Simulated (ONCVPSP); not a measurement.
## C (Z = 6), ONCV: configuration errors across variants

C, optimised norm-conserving Vanderbilt (ONCV), made with ONCVPSP 4.0.1 (PBEsol, scalar-relativistic). Core [He], reference 2s1 2p3. Waves: 2s: rc 1.35 bohr, ncon 3, nbas 6, qcut 4.3 1/bohr, 2 projectors, debl 0.9 Ha; 2p: rc 2.55 bohr, ncon 3, nbas 7, qcut 6.7 1/bohr, 2 projectors, debl 0.9 Ha; d scattering state at 0.42 Ha: rc 2.55 bohr, ncon 4, nbas 8, qcut 3.6 1/bohr, 2 projectors, debl 1.3 Ha. Local part: polynomial inside 0.90 bohr (lpopt 4, dvloc0 1 Ha). Core correction: polynomial model core, fcfact 0.6.

All-electron excitation energies from the reference (eV): (1) 2s2 2p2 -8.427; (2) 2s2 2p1 2.362; (3) 2s2 2p0 26.381; (4) 2s1 2p0 74.345.

A true bound ghost makes a file unfit for plane-wave use even where its test errors are small: the radial tests pick states by their node count and pass the ghost by.

Errors AE − PS in meV (a dash: test not solved or not reliable):

| change | (1) | (2) | (3) | (4) | bound ghosts | GHOST(+) flags above zero |
| --- | --- | --- | --- | --- | --- | --- |
| base | -16 | +140 | +792 | +1502 | none | d |
| s: qcut 2.9; p: qcut 4.5; d: qcut 2.4 | -51 | +254 | +1475 | +2884 | d | none |
| s: qcut 3.3; p: qcut 5.1; d: qcut 2.7 | -38 | +214 | +1235 | +2392 | none | d |
| s: qcut 3.6; p: qcut 5.6; d: qcut 3 | -29 | +185 | +1064 | +2044 | none | d |
| s: qcut 4.1; p: qcut 6.3; d: qcut 3.4 | -20 | +151 | +860 | +1635 | none | d |
| s: qcut 4.6; p: qcut 7.2; d: qcut 3.9 | -13 | +128 | +718 | +1361 | none | d |
| s: qcut 5.4; p: qcut 8.4; d: qcut 4.5 | -9.6 | +113 | +631 | +1211 | none | none |
| s: qcut 5.7; p: qcut 8.8; d: qcut 4.8 | -8.7 | +109 | +607 | +1173 | none | none |
| s: qcut 6.2; p: qcut 9.6; d: qcut 5.2 | -7.5 | +103 | +577 | +1121 | none | none |

**Question.** Give the same row for: s: qcut 4.8; p: qcut 7.5; d: qcut 4.

**Answer.** -12, +123, +688, +1306; bound ghosts: none; GHOST(+) flags above zero: none.
